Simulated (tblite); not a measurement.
C5H7O4 (doublet state).
Geometry (GFN2-xTB, Å), atoms numbered from 1 in this order:
```xyz
16
C5H7O4 angstrom
C     -0.7888   -0.9240    0.7446
C     -0.5139    0.2094   -0.1583
C      0.8864    0.5787   -0.4955
O      1.7803    0.4465    0.6144
C      2.4998   -0.6568    0.6824
O      2.4769   -1.5771   -0.0806
C     -1.5525    0.9821   -0.7761
O     -1.3567    1.9375   -1.5108
O     -2.8077    0.5678   -0.4821
H     -0.2221   -1.8031    0.4286
H     -0.4556   -0.6892    1.7599
H     -1.8502   -1.1507    0.7668
H      0.9283    1.6185   -0.8312
H      1.2565   -0.0729   -1.3050
H      3.1496   -0.6014    1.5716
H     -3.4379    1.1434   -0.9401
```

Level: GFN2-xTB in tblite, geometry and Hessian alike; calculated harmonic values, unscaled, isolated species. This tight-binding method is rough: wavenumbers can miss measured ones by several per cent, in bad cases by 10 to 20. One conformer, not necessarily the lowest. Open shells enter through the occupations alone, without spin polarisation, and single modes of such species can be off by tens of per cent.

Harmonic wavenumbers (cm⁻¹): 29.0, 38.5, 95.9, 114.5, 161.0, 208.9, 279.6, 300.5, 329.2, 413.2, 514.6, 549.2, 585.1, 665.7, 725.5, 790.9, 912.8, 937.0, 947.8, 981.3, 994.2, 1094.4, 1147.3, 1171.6, 1196.1, 1277.0, 1293.9, 1344.4, 1368.7, 1382.1, 1389.2, 1429.8, 1452.5, 1652.9, 1783.7, 2837.7, 2838.7, 2941.1, 2969.6, 2976.3, 3070.2, 3478.4.

A = 3774, B = 885.4, C = 780.0 MHz; mass 131.034 u (most abundant isotopes); point group C1, symmetry number 1; spin multiplicity 2.

Task: Zero-point energy?

Result: Half the sum of the wavenumbers: 25335 cm⁻¹ = 303.08 kJ/mol.

Task: Entropy at 273.15 K, 1 bar (ideal gas, RRHO, classical rotation)?

Result: Translation 167.84, rotation 121.09, vibration 120.34, spin (R ln 2) 5.76: S = 415.0 J/(mol K).

Task: And Cp and H(273.15 K) − H(0)?

Result: Cp = 141.32 J/(mol K), of which vibrations give 108.06 (their classical limit is 42 R = 349.2); H(273.15 K) − H(0) = 25.09 kJ/mol without the zero-point energy, 16.01 from vibrations.

Task: How do the functions run with temperature in this model?

Result: 
```json
{"T (K)": "100", "S (J/(mol K))": "308.3", "Cp (J/(mol K))": "80.6", "H − H(0) (kJ/mol)": "5.84", "G − H(0) (kJ/mol)": "-24.99", "ln q(vib)": "2.63"}
{"T (K)": "200", "S (J/(mol K))": "375.2", "Cp (J/(mol K))": "115.8", "H − H(0) (kJ/mol)": "15.69", "G − H(0) (kJ/mol)": "-59.35", "ln q(vib)": "5.49"}
{"T (K)": "300", "S (J/(mol K))": "428.7", "Cp (J/(mol K))": "150.8", "H − H(0) (kJ/mol)": "29.01", "G − H(0) (kJ/mol)": "-99.60", "ln q(vib)": "8.11"}
{"T (K)": "500", "S (J/(mol K))": "521.1", "Cp (J/(mol K))": "213.3", "H − H(0) (kJ/mol)": "65.72", "G − H(0) (kJ/mol)": "-194.83", "ln q(vib)": "13.00"}
{"T (K)": "800", "S (J/(mol K))": "635.6", "Cp (J/(mol K))": "273.0", "H − H(0) (kJ/mol)": "139.53", "G − H(0) (kJ/mol)": "-368.99", "ln q(vib)": "19.73"}
{"T (K)": "1000", "S (J/(mol K))": "699.4", "Cp (J/(mol K))": "298.0", "H − H(0) (kJ/mol)": "196.76", "G − H(0) (kJ/mol)": "-502.64", "ln q(vib)": "23.82"}
```

q(vib) and H(0) count from the zero-point level.

Task: What must be added to the electronic energy to get the Gibbs energy at 273.15 K and 1 bar?

Result: ZPE + [H(273.15 K) − H(0)] − T·S = 303.08 + 25.09 − 113.36 = 214.81 kJ/mol.

Task: Blend soft modes into free rotors: weight 1/[1 + (100 cm⁻¹/ν̃)⁴] for the oscillator and the rest for a rotor with moment μB/(μ + B), μ = h/(8π²ν), B = 10⁻⁴⁴ kg m². What vibrational entropy results?

Result: 105.46 J/(mol K) in place of 120.34, which changes −T·S at 273.15 K by +4.06 kJ/mol.

Hindered rotation and anharmonicity are outside this model. Other conformers, if any are populated, would add a mixing term that is left out. The structure is chiral; the term R ln 2 for an equal mix with its mirror image is left out.
